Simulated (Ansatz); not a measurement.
```yaml
crystal:
  periodic: [false, false, false]
  atoms:
    - {symbol: F, position_ang: [-0.122722, -1.626594, 0.765017]}
    - {symbol: Si, position_ang: [0.310848, -0.420668, -0.114845]}
    - {symbol: S, position_ang: [-1.362540, 0.615263, -0.894552]}
    - {symbol: I, position_ang: [1.644695, 0.997247, 1.251946]}
    - {symbol: H, position_ang: [1.120987, -0.898693, -1.257995]}
    - {symbol: H, position_ang: [-1.658700, 1.170732, 0.235035]}
basis:
  gaussian: {orbitals: def2-TZVP}
hamiltonian: {xc: {name: revPBE}, dispersion: d3bj}
smearing: {width: 0.1}
output: {forces: true}
```

```sh
$ ansatz run in.yaml --threads 2 --pin off --events-out ev --progress --plain --max-ram 4352MiB
```

Shortened log:

```
Error: YAML parse error: error: line 13 column 1: unknown field `smearing`, expected one of crystal, accuracy, basis, kpoints, hamiltonian, magnetization, projection, total_charge, correlation, batch, efield, external_charges, scf, relax, neb, saddle, md, ramp, phonons, dielectric, real_time, elastic, magnetic_configurations, gw, evaluate, workflow, output, checkpoint, execution
11 |   gaussian: {orbitals: def2-TZVP}
12 | hamiltonian: {xc: {name: revPBE}, dispersion: d3bj}
13 | smearing: {width: 0.1}
14 | output: {forces: true}
```

Question: Something in this input is off. What?

Answer: The input holds a key that doesn't belong there. The program refused the input.
